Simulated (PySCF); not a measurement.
Assignment exercise: C$_{4}$H$_{9}$FO$_{2}$Si$_{3}$

Atoms are numbered as in `[CH2:1]=[C:2]([F:3])[Si:4]1([C:5]([CH3:6])=[O:7])[SiH2:8][O:9][SiH2:10]1` (H(Xn): hydrogen on atom n). Ha(C1) is cis to F3; Hb(C1) is trans to F3.

- coordinates at the GFN2-xTB level
- shieldings: GIAO PBE0/pcSseg-1
- code: PySCF 2.14
- one computed conformer, averaged over atoms made equivalent by symmetry, fast rotation or ring inversion, gas phase, relativity neglected

Chemical shifts δ = σref − σ; ¹³C and ¹H vs TMS, all at this level.

Task: Assign these signals to the numbered atoms. ¹³C{¹H} NMR (computed): δ 238.6 (C), 174.1 (C), 118.3 (CH2), 43.1 (CH3).

Result: 
| δ (ppm) | atoms | environment | reason |
| --- | --- | --- | --- |
| 238.6 | C5 | carbonyl carbon | – |
| 174.1 | C2 | fully substituted alkene carbon | – |
| 118.3 | C1 | terminal =CH2 carbon | as expected for a trigonal carbon in a double bond |
| 43.1 | C6 | methyl carbon α to a carbonyl | the adjacent C=O deshields it moderately |

Task: Assign these signals to the numbered atoms. ¹H NMR (400 MHz, computed): δ 6.19 (m, 1H), 6.09 (m, 2H), 6.07 (m, 2H), 5.84 (m, 1H), 2.88 (s, 3H).

Result: 
| δ (ppm) | atoms | environment | reason |
| --- | --- | --- | --- |
| 6.19 | Hb(C1) | hydrogen on a terminal =CH2 carbon | olefinic region |
| 6.09 | Hb(Si8)/Hb(Si10) | hydrogen on a silicon bonded to O, Si, in a 4-membered ring | – |
| 6.07 | Ha(Si8)/Ha(Si10) | hydrogen on a silicon bonded to O, Si, in a 4-membered ring | – |
| 5.84 | Ha(C1) | hydrogen on a terminal =CH2 carbon | attached to an sp2 carbon and in the plane of the double bond |
| 2.88 | H(C6) | hydrogen on a methyl carbon α to a carbonyl | α to C=O |

Hb(C1) and Hb(Si8)/Hb(Si10); Hb(Si8)/Hb(Si10) and Ha(Si8)/Ha(Si10) lie closer than the usual error of such a calculation, so a measured spectrum could show them in the other order.

Splittings by ¹⁹F in the carbon and heteronuclear signals aren't shown, as no couplings were computed. Shifts are as computed. Against solution values, carbons near 30 ppm lie about +3 ppm off and those near 130 ppm about +5 ppm. Of 1211 compounds with measured shifts, 218 miss one by over three times the rms of a fit or turn the order of signals round; such compounds aren't used in these exercises. No couplings were computed; multiplicities are counted from neighbouring protons, with m where these are inequivalent, close in shift, in a saturated or five-membered ring or joined by F or P, and br s for small geminal =CH2 splittings.
